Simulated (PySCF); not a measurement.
Input for PySCF: R-B3LYP/6-311+G** on H4Si2 (SMILES [SiH][SiH3]), a point of a torsion scan.

```python
from pyscf import gto, scf, dft, mp
from pyscf.data.elements import chemcore

mol = gto.M(
    atom='''
    Si    1.50478358   -0.90362937   -0.06441497
    Si   -0.54260052    0.09541221    0.02315751
    H     2.47737402    0.23576401   -0.02568407
    H    -1.23281255   -0.30878818   -1.21738022
    H    -0.91125996    1.51430430    0.17369868
    H    -1.26946156   -0.56652903    1.12360585
    ''',
    basis='6-311+g**',
    charge=0, spin=0, verbose=3, max_memory=1800)
mf = dft.RKS(mol, xc='b3lyp')
mf.conv_tol = 1e-8
mf.max_cycle = 100
mf.kernel()
if not mf.converged:
    mf = mf.newton().run(mf.mo_coeff, mf.mo_occ)
```

The log:

```
converged SCF energy = -581.359997537337
```

The calculation finished and met its thresholds.

Cost: very roughly 4 core-seconds.
